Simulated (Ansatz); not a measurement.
Ansatz (an electronic-structure program) input (PBE0/6-31G*):

Ansatz 0.2 input:
```yaml
crystal:
  periodic: [false, false, false]
  atoms:
    - {symbol: C, position_ang: [2.47773458, 0.02852564, 0.49533269]}
    - {symbol: Si, position_ang: [1.01021578, -0.29693065, -0.62402306]}
    - {symbol: O, position_ang: [-0.36728444, 0.00476699, 0.22807794]}
    - {symbol: Si, position_ang: [-1.99802278, 0.16940433, 0.21054206]}
    - {symbol: H, position_ang: [2.44338838, 1.05765918, 0.86473526]}
    - {symbol: H, position_ang: [2.47725117, -0.64417995, 1.35387348]}
    - {symbol: H, position_ang: [3.41190641, -0.11160024, -0.05200485]}
    - {symbol: H, position_ang: [1.04166017, 0.61108020, -1.81251928]}
    - {symbol: H, position_ang: [-2.63872944, -1.12101351, -0.13398450]}
    - {symbol: H, position_ang: [-2.39971165, 1.19017582, -0.78585565]}
    - {symbol: H, position_ang: [-2.43459884, 0.59395737, 1.55786990]}
basis:
  gaussian:
    orbitals: 6-31G*
hamiltonian:
  xc: {name: PBE0}
magnetization: {spin_polarized: true, initial_magnetization: 1}
```

Output:

```
Functional definition: PBE0
integrals: 0.03 GiB planned
822 factors; integrals over basis functions are off by at most 1.1e-3 eV
0.14 GiB of the device are held for the grids
0.66 GiB of device memory are held for the factors and their scratch space
mean field: 0.24 GiB planned
mean field evaluation 1: about -18935.8287 eV, gradient 4.2e1 eV
mean field evaluation 2: about -18925.3370 eV, gradient 6.6e1 eV
mean field evaluation 4: about -18942.4887 eV, gradient 2.8e0 eV
mean field evaluation 8: about -18942.7646 eV, gradient 1.4e-1 eV
mean field evaluation 16: about -18942.7648 eV, gradient 2.8e-4 eV
mean field -18942.76480847 eV, -696.1337668443 hartree, gradient 6.5e-5 eV, S^2 0.751274; 0 other end points of the search recorded, 0 dependent functions left out
reference -18942.76483720 eV, -696.1337678999 hartree; 25, 24 occupied and 57, 58 virtual orbitals, 822 factors
Total energy: -18942.76483720 eV, -696.1337678999 hartree
```

It need not be the lowest isomer of its formula.
